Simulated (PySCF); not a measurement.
Polarisability and C₆ of W²⁺ (tungsten, charge +2)

[Xe] 4f14 5d4, high-spin 5D determinant. All numbers are calculated (PySCF 2.14, scalar relativity by spin-free X2C-1e, in x2c-TZVPPall with one added diffuse shell each of s, p, d, f type (12s8p8d4f1g, 113 functions)). Coupled (time-dependent) response in atomic units; α is the mean over directions.

| method | mean α (bohr³) | α xx, yy, zz | C₆ (like pair) | S(−4) |
| --- | --- | --- | --- | --- |
| PBE0 | 13.22 | 12.68, 12.68, 14.30 | 79.32 | 77.20 |

S(−4) is the Cauchy moment in α(ω) = α(0) + S(−4) ω² + …

Spin-orbit coupling is absent.

α(iu) at PBE0:

```tsv
u (hartree)	α(iu) (bohr³)
0	13.22
0.0500	13.03
0.100	12.52
0.200	11.01
0.300	9.488
0.500	7.198
0.750	5.389
1.00	4.209
1.50	2.779
2.00	1.966
3.00	1.121
5.00	0.4952
```

A single London oscillator, α(iu) = α/(1 + u²/ω²), gives C₆ = (3/4) ω α². Matching the computed C₆ needs ω = 4 × 79.32 / (3 × 13.22²) = 0.605 hartree.

For an ion, C₆ is the dispersion term alone; charge-induced terms of lower order in 1/R come first.

The components differ because the open shell of this determinant is not spherical; for a pure term their mean is the scalar polarisability.

Spin-orbit coupling, absent here, splits the open shell strongly.
